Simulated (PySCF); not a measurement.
Vertical excitations of a molecule CH5Cl2NSi from TDDFT-B3LYP/def2-SVPD in PySCF, as energy in eV (oscillator strength): 6.65 (0.034), 7.17 (0.005), 7.57 (0.057), 7.72 (0.113), 7.82 (0.011), 7.94 (0.010), 8.03 (0.031), 8.06 (0.021), 8.17 (0.039), 8.26 (0.039). Lowest triplet (TDA): 6.32 eV. Geometry optimised at TPSSh-D3(BJ)/def2-SVP. One conformer was computed; it need not be the lowest.

Problem. Pick the molecule that these values belong to.
A) C[Si](N)(Cl)Cl
B) NC[SiH](Cl)Cl
C) CN[SiH](Cl)Cl

Solution. A, C[Si](N)(Cl)Cl
